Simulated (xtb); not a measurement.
xtb input (GFN2-xTB):

```bash
xtb mol.xyz --gfn 2 --sp --chrg 0 --uhf 0
```
mol.xyz:
```
18

C      0.62366017     2.12344743     1.44996855
O     -0.30473185     1.42584588     0.63192470
Si     0.05078862     0.12829665    -0.28267304
O      1.00241061     0.44749949    -1.57582047
O     -1.35579399    -0.45827572    -0.85856030
C     -2.50429492    -0.70937725    -0.05926475
O      0.87346396    -0.90568313     0.66986866
C      1.51340228    -2.08969355     0.21518944
H      0.07684913     2.88698318     2.00270832
H      1.39166959     2.60960792     0.84233378
H      1.10712098     1.44612848     2.15741269
H      0.57283447     0.78896782    -2.36358903
H     -3.29740983    -1.06812457    -0.71466452
H     -2.83735015     0.20185939     0.44216885
H     -2.29749452    -1.47298816     0.69556496
H      2.22108045    -1.86915046    -0.58692277
H      0.78098512    -2.81536233    -0.14906790
H      2.05127895    -2.52542600     1.05681803
```

Output:

```
           -------------------------------------------------
          |                Calculation Setup                |
           -------------------------------------------------

           -------------------------------------------------
          |                 G F N 2 - x T B                 |
           -------------------------------------------------

        Reference                      10.1021/acs.jctc.8b01176
      * Hamiltonian:
        H0-scaling (s, p, d)           1.850000    2.230000    2.230000
        zeta-weighting                 0.500000
      * Dispersion:
        s8                             2.700000
        a1                             0.520000
        a2                             5.000000
        s9                             5.000000
      * Repulsion:
        kExp                           1.500000    1.000000
        rExp                           1.000000
      * Coulomb:
        alpha                          2.000000
        third order                    shell-resolved
        anisotropic                    true
        a3                             3.000000
        a5                             4.000000
        cn-shift                       1.200000
        cn-exp                         4.000000
        max-rad                        5.000000

          ...................................................
          :                      SETUP                      :
          :.................................................:
          :  # basis functions                  48          :
          :  # atomic orbitals                  47          :
          :  # shells                           27          :
          :  # electrons                        50          :
          :  max. iterations                   250          :
          :  Hamiltonian                  GFN2-xTB          :
          :  restarted?                      false          :
          :  GBSA solvation                  false          :
          :  PC potential                    false          :
          :  electronic temp.          300.0000000     K    :
          :  accuracy                    1.0000000          :
          :  -> integral cutoff          0.2500000E+02      :
          :  -> integral neglect         0.1000000E-07      :
          :  -> SCF convergence          0.1000000E-05 Eh   :
          :  -> wf. convergence          0.1000000E-03 e    :
          :  Broyden damping             0.4000000          :
          :  net charge                          0          :
          :  unpaired electrons                  0          :
          ...................................................

 iter      E             dE          RMSdq      gap      omega  full diag
   1    -29.8386223 -0.298386E+02  0.573E+00   10.08       0.0  T
   2    -29.9162354 -0.776130E-01  0.306E+00    9.03       1.0  T
   3    -29.9170785 -0.843102E-03  0.103E+00    9.20       1.0  T
   4    -29.9195228 -0.244432E-02  0.411E-01    8.79       1.0  T
   5    -29.9216730 -0.215017E-02  0.162E-01    8.96       1.0  T
   6    -29.9217043 -0.313832E-04  0.434E-02    8.98       1.0  T
   7    -29.9217066 -0.229804E-05  0.174E-02    8.98       1.4  T
   8    -29.9217069 -0.292072E-06  0.448E-03    8.98       5.3  T
   9    -29.9217069  0.129893E-07  0.218E-03    8.98      10.8  T
  10    -29.9217069 -0.299854E-07  0.696E-04    8.98      33.9  T
  11    -29.9217069 -0.429814E-08  0.217E-04    8.98     108.7  T

   *** convergence criteria satisfied after 11 iterations ***

         #    Occupation            Energy/Eh            Energy/eV
      -------------------------------------------------------------
         1        2.0000           -0.8140488             -22.1514
       ...           ...                  ...                  ...
        19        2.0000           -0.4691617             -12.7665
        20        2.0000           -0.4505489             -12.2601
        21        2.0000           -0.4344938             -11.8232
        22        2.0000           -0.4339555             -11.8085
        23        2.0000           -0.4225739             -11.4988
        24        2.0000           -0.4210297             -11.4568
        25        2.0000           -0.4155976             -11.3090 (HOMO)
        26                         -0.0857439              -2.3332 (LUMO)
        27                         -0.0728128              -1.9813
        28                         -0.0533735              -1.4524
        29                          0.0049887               0.1358
        30                          0.0440437               1.1985
       ...                                ...                  ...
        47                          0.8256504              22.4671
      -------------------------------------------------------------
                  HL-Gap            0.3298537 Eh            8.9758 eV
             Fermi-level           -0.2506707 Eh           -6.8211 eV

 SCC (total)                   0 d,  0 h,  0 min,  0.014 sec
 SCC setup                      ...        0 min,  0.000 sec (  0.751%)
 Dispersion                     ...        0 min,  0.000 sec (  0.849%)
 classical contributions        ...        0 min,  0.000 sec (  0.209%)
 integral evaluation            ...        0 min,  0.002 sec ( 15.067%)
 iterations                     ...        0 min,  0.007 sec ( 46.479%)
 molecular gradient             ...        0 min,  0.005 sec ( 35.479%)
 printout                       ...        0 min,  0.000 sec (  1.077%)

         :::::::::::::::::::::::::::::::::::::::::::::::::::::
         ::                     SUMMARY                     ::
         :::::::::::::::::::::::::::::::::::::::::::::::::::::
         :: total energy             -29.683468630629 Eh    ::
         :: gradient norm              0.022534624278 Eh/a0 ::
         :: HOMO-LUMO gap              8.975776497568 eV    ::
         ::.................................................::
         :: SCC energy               -29.921629327044 Eh    ::
         :: -> isotropic ES            0.106397878802 Eh    ::
         :: -> anisotropic ES         -0.003532307724 Eh    ::
         :: -> anisotropic XC          0.004170715229 Eh    ::
         :: -> dispersion             -0.011587736671 Eh    ::
         :: repulsion energy           0.238160696415 Eh    ::
         :: add. restraining           0.000000000000 Eh    ::
         :: total charge               0.000000000000 e     ::
         :::::::::::::::::::::::::::::::::::::::::::::::::::::

           -------------------------------------------------
          |                Property Printout                |
           -------------------------------------------------

    * Orbital Energies and Occupations

         #    Occupation            Energy/Eh            Energy/eV
      -------------------------------------------------------------
         1        2.0000           -0.8140488             -22.1514
       ...           ...                  ...                  ...
        13        2.0000           -0.5230635             -14.2333
        14        2.0000           -0.5198059             -14.1446
        15        2.0000           -0.5180347             -14.0964
        16        2.0000           -0.5149763             -14.0132
        17        2.0000           -0.5139148             -13.9843
        18        2.0000           -0.4884849             -13.2924
        19        2.0000           -0.4691617             -12.7665
        20        2.0000           -0.4505489             -12.2601
        21        2.0000           -0.4344938             -11.8232
        22        2.0000           -0.4339555             -11.8085
        23        2.0000           -0.4225739             -11.4988
        24        2.0000           -0.4210297             -11.4568
        25        2.0000           -0.4155976             -11.3090 (HOMO)
        26                         -0.0857439              -2.3332 (LUMO)
        27                         -0.0728128              -1.9813
        28                         -0.0533735              -1.4524
        29                          0.0049887               0.1358
        30                          0.0440437               1.1985
        31                          0.0926644               2.5215
        32                          0.1347519               3.6668
        33                          0.1470364               4.0011
        34                          0.1561887               4.2501
        35                          0.1579019               4.2967
        36                          0.1686021               4.5879
       ...                                ...                  ...
        47                          0.8256504              22.4671
      -------------------------------------------------------------
                  HL-Gap            0.3298537 Eh            8.9758 eV
             Fermi-level           -0.2506707 Eh           -6.8211 eV

     #   Z          covCN         q      C6AA      α(0)
     1   6 C        3.692     0.031    20.224     6.435
     2   8 O        1.619    -0.364    20.181     6.063
     3  14 Si       3.299     0.717   113.832    21.663
     4   8 O        1.575    -0.481    22.535     6.406
     5   8 O        1.618    -0.371    20.317     6.084
     6   6 C        3.696     0.033    20.193     6.428
     7   8 O        1.619    -0.357    20.055     6.044
     8   6 C        3.693     0.032    20.217     6.433
     9   1 H        0.925     0.056     2.246     2.344
    10   1 H        0.924     0.043     2.414     2.430
    11   1 H        0.924     0.050     2.321     2.382
    12   1 H        0.811     0.320     0.663     1.278
    13   1 H        0.925     0.056     2.251     2.346
    14   1 H        0.924     0.049     2.339     2.391
    15   1 H        0.924     0.041     2.433     2.440
    16   1 H        0.924     0.049     2.328     2.386
    17   1 H        0.924     0.041     2.438     2.442
    18   1 H        0.925     0.056     2.242     2.342

 Mol. C6AA /au·bohr⁶  :       3173.847310
 Mol. C8AA /au·bohr⁸  :      84805.542009
 Mol. α(0) /au        :         88.337893

Wiberg/Mayer (AO) data.
largest (>0.10) Wiberg bond orders for each atom

 ---------------------------------------------------------------------------
     #   Z sym  total        # sym  WBO       # sym  WBO       # sym  WBO
 ---------------------------------------------------------------------------
     1   6 C    3.938 --    11 H    0.986    10 H    0.986     2 O    0.984
                             9 H    0.983
     2   8 O    2.243 --     3 Si   1.090     1 C    0.984
     3  14 Si   4.384 --     4 O    1.114     7 O    1.100     2 O    1.090
                             5 O    1.077
     4   8 O    2.145 --     3 Si   1.114    12 H    0.882
     5   8 O    2.233 --     3 Si   1.077     6 C    0.985
     6   6 C    3.939 --    15 H    0.986    14 H    0.986     5 O    0.985
                            13 H    0.983
     7   8 O    2.251 --     3 Si   1.100     8 C    0.983
     8   6 C    3.938 --    16 H    0.986    17 H    0.986     7 O    0.983
                            18 H    0.983
     9   1 H    0.997 --     1 C    0.983
    10   1 H    0.998 --     1 C    0.986
    11   1 H    0.998 --     1 C    0.986
    12   1 H    0.898 --     4 O    0.882
    13   1 H    0.997 --     6 C    0.983
    14   1 H    0.998 --     6 C    0.986
    15   1 H    0.998 --     6 C    0.986
    16   1 H    0.998 --     8 C    0.986
    17   1 H    0.998 --     8 C    0.986
    18   1 H    0.997 --     8 C    0.983
 ---------------------------------------------------------------------------

Topologies differ in total number of bonds
Writing topology from bond orders to xtbtopo.mol

molecular dipole:
                 x           y           z       tot (Debye)
Note: The following floating-point exceptions are signalling: IEEE_UNDERFLOW_FLAG IEEE_DENORMAL
normal termination of xtb
 q only:       -0.026      -0.063      -0.021
   full:       -0.093      -0.082      -0.018       0.317
molecular quadrupole (traceless):
                xx          xy          yy          xz          yz          zz
 q only:       -0.650       0.594       1.413       0.128       0.222      -0.763
  q+dip:       -1.868       0.628       1.615       0.498      -1.120       0.253
   full:       -1.409       0.864       1.828       0.375      -0.492      -0.419

           -------------------------------------------------
          | TOTAL ENERGY              -29.683468630629 Eh   |
          | GRADIENT NORM               0.022534624278 Eh/α |
          | HOMO-LUMO GAP               8.975776497568 eV   |
           -------------------------------------------------

------------------------------------------------------------------------
------------------------------------------------------------------------
 total:
 SCF:
```
